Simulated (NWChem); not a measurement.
Everything below was run with NWChem. System: C3H3N2, charge 1, spin multiplicity 3, at the geometry of a parent with another charge or spin, in a state set for the comparison that need not be this species' ground state. Its SCF solution wasn't tested for a lower state.

The NWChem input:

```
start mol
memory heap 200 mb stack 900 mb global 1100 mb
charge 1
geometry units angstroms nocenter noautoz
  C     -0.314724     1.137729     0.000000
  C      0.996808     0.728379     0.000000
  C      0.859786    -0.681707     0.000000
  N     -0.408722    -1.071967     0.000000
  N     -1.116169     0.065998     0.000000
  H      1.899085     1.333366     0.000000
  H      1.650995    -1.432205     0.000000
  H     -2.127066     0.034218     0.000000
  symmetry group Cs
end
basis spherical
  * library def2-tzvp
end
dft
  xc b3lyp
  odft
  mult 3
  semidirect memsize 60000000 filesize 0
  iterations 100
end
task dft energy
```

The output up to the point where the run's verdict is printed (cleaned and shortened):

```
             Northwest Computational Chemistry Package (NWChem) 7.3.0
             --------------------------------------------------------

                                NWChem Input Module
                                -------------------

 Scaling coordinates for geometry "geometry" by  1.889725989
 (inverse scale =  0.529177249)

 Turning off AUTOSYM since
 SYMMETRY directive was detected!

                             Geometry "geometry" -> ""
                             -------------------------

 Output coordinates in angstroms (scale by  1.889725989 to convert to a.u.)

  No.       Tag          Charge          X              Y              Z
 ---- ---------------- ---------- -------------- -------------- --------------
    1 C                    6.0000    -0.31472400     1.13772900     0.00000000
    2 C                    6.0000     0.99680800     0.72837900     0.00000000
    3 C                    6.0000     0.85978600    -0.68170700     0.00000000
    4 N                    7.0000    -0.40872200    -1.07196700     0.00000000
    5 N                    7.0000    -1.11616900     0.06599800     0.00000000
    6 H                    1.0000     1.89908500     1.33336600     0.00000000
    7 H                    1.0000     1.65099500    -1.43220500     0.00000000
    8 H                    1.0000    -2.12706600     0.03421800     0.00000000

 Effective nuclear repulsion energy (a.u.)     154.8385646709

            Nuclear Dipole moment (a.u.)
            ----------------------------
        X                 Y               Z
 ---------------- ---------------- ----------------
    -0.0000056692     0.0000037795     0.0000000000

      Symmetry information
      --------------------

 Group name             Cs
 Group number              2
 Group order               2
 No. of unique centers     8

      Symmetry unique atoms

     1    2    3    4    5    6    7    8


 Summary of "ao basis" -> "" (spherical)
 ------------------------------------------------------------------------------
       Tag                 Description            Shells   Functions and Types
[...]
 d= 0,ls=0.5,diis    75   -225.2257904952 -2.02D-04  1.69D-05  8.57D-05   216.6
                                                     3.49D-05  8.67D-05
 d= 0,ls=0.5,diis    76   -225.2259259076 -1.35D-04  7.45D-06  7.90D-05   219.0
                                                     2.82D-05  8.83D-05
 d= 0,ls=0.5,diis    77   -225.2260183584 -9.25D-05  1.76D-05  1.13D-04   221.1
                                                     1.55D-05  1.00D-04
 d= 0,ls=0.5,diis    78   -225.2260011049  1.73D-05  1.45D-05  2.71D-04   223.2
                                                     9.89D-06  1.64D-04
 d= 0,ls=0.5,diis    79   -225.2259597772  4.13D-05  1.63D-05  4.22D-04   225.4
                                                     2.14D-05  2.28D-04
 d= 0,ls=0.5,diis    80   -225.2260721400 -1.12D-04  1.70D-05  3.20D-04   227.7
                                                     2.54D-05  1.84D-04
 d= 0,ls=0.5,diis    81   -225.2261945302 -1.22D-04  8.60D-06  2.53D-04   230.0
                                                     2.23D-05  1.61D-04
 d= 0,ls=0.5,diis    82   -225.2262796986 -8.52D-05  5.12D-06  2.59D-04   232.2
                                                     2.00D-05  1.66D-04
 d= 0,ls=0.5,diis    83   -225.2263458232 -6.61D-05  5.95D-06  2.88D-04   234.3
                                                     2.04D-05  1.79D-04
 d= 0,ls=0.5,diis    84   -225.2264209859 -7.52D-05  5.48D-06  2.96D-04   236.3
                                                     1.94D-05  1.81D-04
 d= 0,ls=0.5,diis    85   -225.2264910192 -7.00D-05  1.08D-05  3.09D-04   238.5
                                                     1.10D-05  1.88D-04
 d= 0,ls=0.5,diis    86   -225.2264719080  1.91D-05  3.42D-05  4.47D-04   240.8
                                                     1.93D-05  2.46D-04
 d= 0,ls=0.5,diis    87   -225.2262643206  2.08D-04  2.82D-05  8.52D-04   242.8
                                                     2.24D-05  4.34D-04
 d= 0,ls=0.5,diis    88   -225.2260486313  2.16D-04  1.82D-05  1.18D-03   244.9
                                                     9.82D-06  5.95D-04
 d= 0,ls=0.5,diis    89   -225.2261671251 -1.18D-04  9.76D-06  8.75D-04   247.2
                                                     6.37D-06  4.38D-04
 d= 0,ls=0.5,diis    90   -225.2262331937 -6.61D-05  4.59D-06  7.54D-04   249.9
                                                     4.35D-06  3.82D-04
 d= 0,ls=0.5,diis    91   -225.2262609018 -2.77D-05  8.73D-06  7.27D-04   252.1
                                                     8.62D-06  3.68D-04
 d= 0,ls=0.5,diis    92   -225.2263236226 -6.27D-05  3.77D-05  6.50D-04   254.2
                                                     3.41D-05  3.35D-04
 d= 0,ls=0.5,diis    93   -225.2265730421 -2.49D-04  3.39D-05  3.39D-04   256.3
                                                     3.98D-05  1.97D-04
 d= 0,ls=0.5,diis    94   -225.2267959835 -2.23D-04  2.69D-05  1.80D-04   258.3
                                                     4.10D-05  1.32D-04
 d= 0,ls=0.5,diis    95   -225.2269893919 -1.93D-04  9.85D-06  1.17D-04   260.4
                                                     2.91D-05  1.13D-04
 d= 0,ls=0.5,diis    96   -225.2270878031 -9.84D-05  1.74D-05  1.75D-04   262.4
                                                     3.57D-05  1.36D-04
 d= 0,ls=0.5,diis    97   -225.2272485220 -1.61D-04  2.24D-05  1.37D-04   264.7
                                                     4.10D-05  1.20D-04
 d= 0,ls=0.5,diis    98   -225.2274365790 -1.88D-04  1.17D-05  8.76D-05   266.8
                                                     3.58D-05  1.06D-04
 d= 0,ls=0.5,diis    99   -225.2275819188 -1.45D-04  1.10D-05  1.00D-04   268.9
                                                     3.50D-05  1.10D-04
 d= 0,ls=0.5,diis   100   -225.2277246435 -1.43D-04  6.62D-06  1.13D-04   271.1
                                                     3.11D-05  1.15D-04
```

Convergence was not reached. The next line reads: Calculation failed to converge. NWChem stopped with the message: dft energy failed.
